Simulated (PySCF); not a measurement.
Dipole response of Zn (zinc, neutral)

[Ar] 3d9 4s2 4p1, one real determinant (an excited configuration). All numbers are calculated (PySCF 2.14, a scalar-relativistic core potential, in aug-cc-pVTZ-PP with one added diffuse shell each of s, p, d, f, g type with ECP10MDF (7s7p6d4f3g, 113 functions)). Coupled (time-dependent) response in atomic units; α is the mean over directions.

```tsv
method	mean α (bohr³)	α xx, yy, zz	C₆ (like pair)	S(−4)
UHF	56.42	46.68, 46.68, 75.89	509.3	1699
PBE	60.39	46.70, 46.70, 87.78	521.3	2691
```

S(−4) is the Cauchy moment in α(ω) = α(0) + S(−4) ω² + …

α(iu) at PBE:

| u (hartree) | α(iu) (bohr³) |
| --- | --- |
| 0 | 60.39 |
| 0.0500 | 54.71 |
| 0.100 | 44.33 |
| 0.200 | 28.27 |
| 0.300 | 19.02 |
| 0.500 | 10.14 |
| 0.750 | 5.784 |
| 1.00 | 3.849 |
| 1.50 | 2.186 |
| 2.00 | 1.477 |
| 3.00 | 0.8516 |
| 5.00 | 0.4158 |

A single London oscillator, α(iu) = α/(1 + u²/ω²), gives C₆ = (3/4) ω α². Matching the computed C₆ needs ω = 4 × 521.3 / (3 × 60.39²) = 0.191 hartree.

The components differ because the open shell of this determinant is not spherical; for a pure term their mean is the scalar polarisability.

⟨L²⟩ = 7.97 against 12 for a pure F term, so this real determinant mixes terms. Energies and moments cover only the electrons outside the core potential.
